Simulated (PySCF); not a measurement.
**Ne⁶⁺ (neon, charge +6) across methods**

[He] 2s2, closed-shell 1S. Computed with PySCF 2.14 in an even-tempered Gaussian basis (18 s from 0.56 bohr⁻², ratio 2.2; 9 p from 0.95 bohr⁻², ratio 2.4; 6 d from 2.8 bohr⁻², ratio 2.4; 5 f from 4.3 bohr⁻², ratio 2.4; 5 g from 6.4 bohr⁻², ratio 2.4), with the non-relativistic Hamiltonian (point nucleus).

```tsv
method	E (hartree)	mean ε 1s (eV)	mean ε 2s (eV)	Σ⟨r²⟩ (bohr²)	⟨S²⟩
r2SCANh	-110.1845	-1053.1	-194.05	1.248	0.000
UHF	-110.11097	-1103.1	-203.83	1.251	0.000
PBE	-110.1424	-1040.6	-192.19	1.246	0.000
r2SCAN	-110.1809	-1047.5	-192.86	1.248	0.000
BLYP	-110.2285	-1041.6	-192.20	1.247	0.000
LDA	-109.4888	-1035.1	-191.46	1.251	0.000
```

Question: Estimate the same row for PBE0.

Answer: E (hartree) = -110.1600; mean ε 1s (eV) = -1056.4; mean ε 2s (eV) = -195.40; Σ⟨r²⟩ (bohr²) = 1.246; ⟨S²⟩ = 0.000.
